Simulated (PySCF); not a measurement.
Bonds (- single, = double, # triple, : aromatic): C1=C2, C2-C3, C3-C4, C4-Si5, Si5-N6, N6-Si7, N6-Si8, Si5-C3. C1 carries H9, H10; C2 carries H11; C3 carries H12; C4 carries H13, H14; Si5 carries H15; Si7 carries H16, H17, H18; Si8 carries H19, H20, H21. Stereochemistry as in C=C[C@@H]1C[Si@H]1N([SiH3])[SiH3]. H14 is cis to C2 on the ring; H9 is cis to C3; H13 is trans to C2 on the ring; H10 is trans to C3.

Theoretical values (PySCF 2.14.0 with density-fitted response routines): PBE0/pcSseg-1 with gauge-including orbitals, PBE0-D3(BJ)/def2-SVP structure. Relativity neglected, in vacuum, one computed conformer, averaged over atoms made equivalent by symmetry, fast rotation or ring inversion.

References, each an isolated molecule treated in the same way: $^{13}$C (σ = 184.41 ppm) and $^{1}$H (σ = 31.27 ppm) and $^{29}$Si (σ = 351.99 ppm) against TMS; $^{15}$N (σ = 265.67 ppm) against NH3.

```
                  atoms    nucleus  count  Hirshfeld charge  δ (ppm)
                Si7/Si8  $^{29}$Si      2              0.35    -44.3
                    Si5  $^{29}$Si      1              0.35    -74.2
                    H12    $^{1}$H      1              0.05        ?
                     C1   $^{13}$C      1             -0.12        ?
H16/H17/H18/H19/H20/H21    $^{1}$H      6             -0.08     4.70
                     N6   $^{15}$N      1             -0.34    -16.6
                     H9    $^{1}$H      1              0.04        ?
                     C2   $^{13}$C      1             -0.04    148.0
                    H13    $^{1}$H      1              0.05        ?
                    H15    $^{1}$H      1             -0.06     4.14
                    H11    $^{1}$H      1              0.04        ?
                     C4   $^{13}$C      1             -0.17      6.7
                     C3   $^{13}$C      1             -0.12     22.3
                    H10    $^{1}$H      1              0.04     5.06
                    H14    $^{1}$H      1              0.05     0.54
```

**Question.** Fill in the missing shifts.

**Answer.** 
- C1: 115.6 ppm, terminal =CH2 carbon; the olefinic region
- H11: 5.30 ppm, hydrogen on an alkene CH; a vinylic proton, deshielded by the sp2 carbon and the C=C anisotropy
- H9: 5.27 ppm, hydrogen on a terminal =CH2 carbon; a vinylic proton, deshielded by the sp2 carbon and the C=C anisotropy
- H12: 1.83 ppm, hydrogen on a three-membered-ring carbon
- H13: 1.45 ppm, hydrogen on a three-membered-ring carbon; cyclopropane-type protons are shielded by the ring

Shifts are as computed. Against solution values, carbons near 30 ppm lie about +2 ppm off and those near 130 ppm about +5 ppm. Of 1211 compounds with measured shifts, 218 miss one by over three times the rms of a fit or turn the order of signals round; such compounds aren't used in these exercises. Experimental scales use liquid or dissolved standards, which lie at an offset from isolated NH3 (liquid NH3: subtract about 20 ppm).
